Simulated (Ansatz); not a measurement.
A made-up structure of C2HTe, doublet:

C1  (-0.533, -0.566, 0.881)
C2  (-0.346, 0.193, -0.161)
Te3  (1.610, -0.479, 0.200)
H4  (-1.122, -0.854, 1.714)
(Å)

It is relaxed with PBE-D4/def2-SVP and then PBE0-D4/def2-TZVP (Ansatz 0.2.0). Atoms count as bonded within 1.22 times the sum of their covalent radii (H–H: 0.88 Å). The end point is not checked to be a true minimum.

(1) Does its bonding change? (A judgement: the text doesn't fix the answer.)

Results:

(1) By the calculation: No: no bond forms or breaks.

Where it ends: The first stage lowers the energy by 0.30 eV in 5 steps. It ends as C₂HTe ([C]1[CH][Te]1):
```
4
angstrom
C -0.4745 -0.4748 0.8553
C -0.4727 0.2407 -0.2332
Te 1.5545 -0.5610 0.3237
H -0.9989 -0.9106 1.6892
```

Labels in which every atom is bracketed show which atoms are joined, not bond orders.

For scale, one of the runs: PBE0-D4/def2-TZVP relaxation, 118 basis functions, launched by `ansatz run in.yaml --threads 2 --pin off --events-out ev --progress --plain --max-ram 4352MiB`. The run took about 19 s on 2 CPU threads of an Arm Neoverse V2 (shared host).
